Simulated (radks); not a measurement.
Removal energies from the arsenic ion As10+, [Ar] 3d5, by Delta-SCF beside the eigenvalue of the level emptied. Method: non-relativistic Kohn-Sham, PBE, spin-polarised, spherical densities, point nucleus; computed with a radial shooting solver on a logarithmic mesh with Libxc functionals. Open shells are filled with parallel spins first.

removed from       final configuration  Delta-SCF (eV)  -eigenvalue (eV)
3d                            [Ar] 3d4          297.34            278.32
3p                    [Ne] 3s2 3p5 3d5          376.47            358.96
3s                    [Ne] 3s1 3p6 3d5          428.77            411.36
2p            [He] 2s2 2p5 3s2 3p6 3d5          1601.6            1553.7
